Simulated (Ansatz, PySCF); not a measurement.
Potential energy curve for BH, singlet.

RKS-B3LYP/3-21G = PySCF with restricted B3LYP/3-21G; UCCSDT = CCSDT on UHF/cc-pVDZ, frozen core (Ansatz, a quantum-chemistry and plane-wave program); RKS-PBE0 = restricted PBE0/cc-pVDZ (Ansatz).

Total energies in hartree (comparable only within one method and basis):

```json
[
 {"R / Å": "0.98", "RKS-B3LYP/3-21G": "-25.10428", "UCCSDT": "-25.17183", "RKS-PBE0": "-25.19850"},
 {"R / Å": "1.05", "RKS-B3LYP/3-21G": "-25.12556", "UCCSDT": "-25.19416", "RKS-PBE0": "-25.22082"},
 {"R / Å": "1.11", "RKS-B3LYP/3-21G": "-25.13646", "UCCSDT": "-25.20578", "RKS-PBE0": "-25.23252"},
 {"R / Å": "1.18", "RKS-B3LYP/3-21G": "-25.14303", "UCCSDT": "-25.21298", "RKS-PBE0": "-25.23987"},
 {"R / Å": "1.22", "RKS-B3LYP/3-21G": "-25.14455", "UCCSDT": "-25.21476", "RKS-PBE0": "-25.24175"},
 {"R / Å": "1.24", "RKS-B3LYP/3-21G": "-25.14483", "UCCSDT": "-25.21514", "RKS-PBE0": "-25.24218"},
 {"R / Å": "1.26", "RKS-B3LYP/3-21G": "-25.14483", "UCCSDT": "-25.21523", "RKS-PBE0": "-25.24232"},
 {"R / Å": "1.31", "RKS-B3LYP/3-21G": "-25.14380", "UCCSDT": "-25.21433", "RKS-PBE0": "-25.24153"},
 {"R / Å": "1.39", "RKS-B3LYP/3-21G": "-25.13983", "UCCSDT": "-25.21033", "RKS-PBE0": "-25.23769"},
 {"R / Å": "1.43", "RKS-B3LYP/3-21G": "-25.13708", "UCCSDT": "-25.20747", "RKS-PBE0": "-25.23488"},
 {"R / Å": "1.56", "RKS-B3LYP/3-21G": "-25.12600", "UCCSDT": "-25.19582", "RKS-PBE0": "-25.22321"},
 {"R / Å": "1.65", "RKS-B3LYP/3-21G": "-25.11722", "UCCSDT": "-25.18663", "RKS-PBE0": "-25.21380"},
 {"R / Å": "1.87", "RKS-B3LYP/3-21G": "-25.09432", "UCCSDT": "-25.16380", "RKS-PBE0": "-25.18948"},
 {"R / Å": "2.08", "RKS-B3LYP/3-21G": "-25.07246", "UCCSDT": "-25.14414", "RKS-PBE0": "-25.16695"},
 {"R / Å": "2.20", "RKS-B3LYP/3-21G": "-25.06053", "UCCSDT": "-25.13437", "RKS-PBE0": "-25.15491"},
 {"R / Å": "2.51", "RKS-B3LYP/3-21G": "-25.03275", "UCCSDT": "-25.11459", "RKS-PBE0": "-25.12724"},
 {"R / Å": "2.72", "RKS-B3LYP/3-21G": "-25.01678", "UCCSDT": "—", "RKS-PBE0": "-25.11143"},
 {"R / Å": "3.03", "RKS-B3LYP/3-21G": "-24.99723", "UCCSDT": "—", "RKS-PBE0": "-25.09213"},
 {"R / Å": "3.37", "RKS-B3LYP/3-21G": "-24.98054", "UCCSDT": "—", "RKS-PBE0": "-25.07577"},
 {"R / Å": "3.73", "RKS-B3LYP/3-21G": "-24.96731", "UCCSDT": "—", "RKS-PBE0": "-25.06279"},
 {"R / Å": "4.38", "RKS-B3LYP/3-21G": "-24.95216", "UCCSDT": "—", "RKS-PBE0": "-25.04744"},
 {"R / Å": "4.98", "RKS-B3LYP/3-21G": "-24.94503", "UCCSDT": "—", "RKS-PBE0": "-25.03935"}
]
```

Dashes: no converged value, or the column stops at the first point that the program doubted or that broke a chosen test of continuity, which isn't proof of a fault.

The restricted form behind RKS-B3LYP/3-21G, RKS-PBE0 keeps the bonding electrons paired and can't separate into open-shell fragments. The unrestricted determinant behind UCCSDT is spin-contaminated at 0.98 to 4.98 Å (<S²> up to 1.0, against 0.00 for a pure singlet).
